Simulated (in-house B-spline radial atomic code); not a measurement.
Configurations of Cu⁺, with energies counted from [Ar] 3d10. Method: non-relativistic B3LYP, spin-polarised, spherical fractional occupations, point nucleus. Calculated with a radial B-spline atomic code at the basis-set limit. Caution: exact exchange at fractional occupations of open shells leaves self-interaction of up to several eV. Shells without spins written out take the highest spin.

Occupations are held fixed; configurations that lie above the ionisation limit could autoionise.

| configuration | E - E(ref) (eV) | highest orbital | its <r> (bohr) |
| --- | --- | --- | --- |
| [Ar] 3d9 4s1 | 4.9978 | 4s up | 2.493 |
| [Ar] 3d9 4p1 | 11.26 | 4p up | 3.175 |
| [Ne] 3s2 3p5 3d10 4s1 | 73.191 | 4s up | 2.485 |
| [Ne] 3s2 3p5 3d10 4d1 | 85.403 | 4d up | 5.47 |
| [Ne] 3s2 3p5 3d10 4f1 | 87.889 | 4f up | 9.036 |

Question: Order these further configurations by energy, lowest first.
A. [Ar] 3d9 4d1
B. [Ne] 3s2 3p5 3d10 4p1
C. [Ar] 3d(5 up, 4 down) 4f(1 up, 0 down)
D. [Ne] 3s2 3p(2 up, 3 down) 3d10 4d(1 up, 0 down)
E. [Ne] 3s2 3p(2 up, 3 down) 3d10 4p(1 up, 0 down)

Answer: A (17.166 eV), C (19.636 eV), B (79.478 eV), E (79.517 eV), D (85.429 eV).

Question: How far above the reference does [Ne] 3s2 3p(2 up, 3 down) 3d10 4s(1 up, 0 down) lie?

Answer: 73.249 eV; its least bound orbital is 4s up with <r> = 2.494 bohr.
